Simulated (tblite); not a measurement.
C5H6S2.
SMILES with atom numbers: `[CH3:1][S:2][c:3]1[cH:4][cH:5][s:6][cH:7]1` (hydrogens: H8, H9, H10 on C1; H11 on C4; H12 on C5; H13 on C7)

Geometry (GFN2-xTB, Å), atoms numbered from 1 in this order:
```xyz
13
C5H6S2 angstrom
C      2.4451    0.2647   -0.2652
S      1.2975   -1.1306   -0.4264
C     -0.2585   -0.3544   -0.1730
C     -1.4555   -1.1204   -0.2264
C     -2.5582   -0.3687   -0.0064
S     -2.1742    1.2852    0.2682
C     -0.4914    0.9600    0.0860
H      3.4389   -0.1453   -0.4129
H      2.3641    0.6936    0.7292
H      2.2299    1.0052   -1.0295
H     -1.4621   -2.1773   -0.4201
H     -3.5831   -0.6801    0.0120
H      0.2030    1.7686    0.1823
```

All values are computed: GFN2-xTB (tblite) harmonic vibrations without scaling, gas phase. This tight-binding method is rough: wavenumbers can miss measured ones by several per cent, in bad cases by 10 to 20. One conformer, not necessarily the lowest.

Harmonic wavenumbers (cm⁻¹): 45.6, 175.4, 177.8, 220.3, 305.1, 394.0, 417.9, 552.0, 613.6, 701.9, 735.0, 754.3, 810.2, 833.0, 859.9, 884.8, 940.8, 954.2, 1076.9, 1092.4, 1161.2, 1312.8, 1331.2, 1449.2, 1450.7, 1451.7, 1540.3, 3029.6, 3035.6, 3061.9, 3141.6, 3170.5, 3180.8.

A = 4676, B = 1152, C = 929.9 MHz; mass 129.991 u (most abundant isotopes); point group Cs, symmetry number 1.

Zero-point energy?

½Σν̃ = 20431 cm⁻¹ = 58.41 kcal/mol.

Entropy at 400 K, 1 bar (ideal gas, RRHO, classical rotation)?

Translation 41.99, rotation 29.43, vibration 25.21: S = 96.6 cal/(mol K).

And Cp and H(400 K) − H(0)?

Cp = 36.31 cal/(mol K), of which vibrations give 28.36 (their classical limit is 33 R = 65.6); H(400 K) − H(0) = 8.67 kcal/mol without the zero-point energy, 5.49 from vibrations.

What must be added to the electronic energy to get the Gibbs energy at 400 K and 1 bar?

ZPE + [H(400 K) − H(0)] − T·S = 58.41 + 8.67 − 38.65 = 28.43 kcal/mol.

Which modes carry the vibrational entropy at 400 K?

45.6 cm⁻¹: 5.58; 175.4 cm⁻¹: 2.94; 177.8 cm⁻¹: 2.91; 220.3 cm⁻¹: 2.50; 305.1 cm⁻¹: 1.90; 394.0 cm⁻¹: 1.45 cal/(mol K); the other 27 give 7.93 together.

Blend soft modes into free rotors: weight 1/[1 + (100 cm⁻¹/ν̃)⁴] for the oscillator and the rest for a rotor with moment μB/(μ + B), μ = h/(8π²ν), B = 10⁻⁴⁴ kg m². What vibrational entropy results?

23.56 cal/(mol K) in place of 25.21, which changes −T·S at 400 K by +0.66 kcal/mol.

Hindered rotation and anharmonicity are outside this model. Other conformers, if any are populated, would add a mixing term that is left out.
